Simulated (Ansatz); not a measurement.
Geometry optimisation, RKS PBE/6-31G (Ansatz).

input.yaml

```yaml
crystal:
  periodic: [false, false, false]
  atoms:
    - { symbol: O, position_ang: [0.0263, -1.9388, 2.5863] }
    - { symbol: C, position_ang: [-0.3871, -1.3668, 1.5363] }
    - { symbol: B, position_ang: [0.4442, -0.2225, 0.8851] }
    - { symbol: C, position_ang: [0.0936, 0.4864, -0.4664] }
    - { symbol: O, position_ang: [0.9693, 1.4488, -0.8259] }
    - { symbol: O, position_ang: [-1.2306, 1.0926, -0.2469] }
    - { symbol: O, position_ang: [-0.0614, -0.4915, -1.4751] }
    - { symbol: H, position_ang: [-1.2638, -1.668, 1.052] }
    - { symbol: H, position_ang: [1.4832, 0.1311, 1.4699] }
    - { symbol: H, position_ang: [0.7065, 1.8171, -1.6719] }
    - { symbol: H, position_ang: [-1.5559, 1.4204, -1.1011] }
    - { symbol: H, position_ang: [0.8528, -0.764, -1.7082] }
basis:
  gaussian: { orbitals: "6-31G" }
hamiltonian:
  xc: pbe
relax:
  f_tol: 0.02
  max_steps: 40
scf:
  lower_state_search: "off"
```

Launched with:

```bash
$ ansatz run input.yaml --threads 1 --pin off --max-ram 2048MiB --backend cpu --events-out ev --progress --plain --runs-dir out
```

Where does it end, and by what steps?

The run converged. Limits of this set-up: no polarisation functions. After 38 steps the energy has fallen by 2.593 eV; H10 moved furthest, 2.09 Å. Parted: C4–O7, O6–H11. Joined: B3–O7, O7–H11.

```csv
step,energy less start (eV),largest force component (eV/Å),accepted
0,0.0000,2.834,yes
2,-0.3372,2.340,no
4,-0.5404,0.657,yes
6,-0.6400,0.487,yes
8,-0.7512,0.445,yes
10,-0.7500,1.578,no
12,-0.9541,0.644,yes
14,-1.2665,1.512,yes
16,-1.5753,0.924,yes
18,-1.7722,0.719,yes
20,-2.0192,0.516,yes
22,-2.2508,0.666,yes
24,-2.4614,0.548,yes
26,-2.4992,0.603,yes
28,-2.5250,0.724,yes
30,-2.5555,0.267,yes
32,-2.5883,0.256,yes
34,-2.5885,0.257,no
36,-2.5925,0.051,no
38,-2.5932,0.009,yes
```

```xyz
12
Properties=species:S:1:pos:R:3
O 0.024 -0.465 2.634
C -0.299 -0.886 1.501
B 0.419 -0.434 0.138
C 0.105 1.061 -0.335
O 0.486 2.125 0.416
O -0.533 1.234 -1.439
O -0.327 -1.160 -1.115
H -1.129 -1.646 1.404
H 1.599 -0.714 0.106
H 0.187 2.977 -0.008
H -0.625 -0.298 -1.667
H 0.171 -1.849 -1.601
```

Time of the run: 5.3 min on 1 CPU thread of a shared host.
